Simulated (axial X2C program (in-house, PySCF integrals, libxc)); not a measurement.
# Working with the constants of NaK⁺

A bond curve at the CCSD(T) level, 2c, was computed with an axial X2C code built on PySCF integrals (basis K dyall-cv3z [11s12p6d3f], Na dyall-cv3z [9s8p5d2f] (cores contracted in-house)) for the state Ω = 1/2 (⟨Sz⟩ = 0.50, ⟨Lz⟩ = 0.00 at HF). Its fit gives Re = 4.1276 Å, ωe = 91.0 cm⁻¹, ωexe = 0.307 cm⁻¹ and αe = 3.391e-04 cm⁻¹; the masses are 38.9637 and 22.9898 u. Two-component means X2C with spin–orbit coupling and atomic mean-field Coulomb and Gaunt terms.

Correlated methods: 9 electrons correlated (number of frozen shells: K 2 s, 1 p; Na 2 s, 1 p), 261 virtual spin orbitals or spinors in MP2, 75 natural virtuals in coupled cluster.

**Question.** Find the reduced mass, Be and the force constant.

**Answer.** From the CCSD(T) values: μ = 14.4587 u. Be = 16.8576/(μ Re²) = 0.06843 cm⁻¹. k = 5.8918×10⁻⁷ μ ωe² = 0.0705 mdyn/Å.

**Question.** Where do the fundamental and the first overtone lie?

**Answer.** ν(1←0) = ωe − 2ωexe = 90.4 cm⁻¹; ν(2←0) = 2ωe − 6ωexe = 180.2 cm⁻¹.

**Question.** Estimate De from a Morse curve and compare with the computed well depth of 0.606 eV to K+ + Na.

**Answer.** De(Morse) = ωe²/(4ωexe) = 0.836 eV against 0.606 eV computed, a ratio of 1.38. The extrapolation overshoots: the well softens faster than a Morse curve, or the lowest atomic limit lies below the one to which the curve heads.

**Question.** A Morse curve ties αe to the other constants (Pekeris). How well does that hold?

**Answer.** αe(Morse) = 6Be²/ωe × (√(ωexe/Be) − 1) = 3.452e-04 cm⁻¹; the CCSD(T) curve gives 3.391e-04 cm⁻¹, a ratio of 1.02.

**Question.** Estimate the centrifugal constant by the Kratzer relation.

**Answer.** D = 4Be³/ωe² = 1.55e-07 cm⁻¹.

The state is one determinant whose occupation by symmetry is held fixed; it was picked as the lowest of a PBE0 search that is not exhaustive. Dissociation energies refer to the lowest single-determinant-based atoms at the same level and basis. Coupled cluster ran in a truncated set of natural virtual spinors; the MP2 energy of the rest was added. (T) has no such correction and the atoms are truncated less, which lowers De at CCSD(T) by a hundredth of an eV or more.
